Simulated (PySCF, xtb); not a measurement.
VOF3, SMILES [F][V](=[O])([F])[F], multiplicity 1.

GFN2-xTB in xtb at its own geometry gives an orbital gap of 4.22 eV and a dipole moment of 2.59 D.

Geometry optimised at ωB97X-D3(BJ)/def2-SVP. The spin state was assumed, not searched. The isomer is the one that the SMILES or the coordinates give; other isomers of the formula were not compared.

Task: What does PBE0/def2-TZVP in PySCF give? (Estimate from the structure and the level; the computed values follow.)

Result: gap 7.56 eV (levels -11.51 and -3.95 eV), dipole 0.24 D.
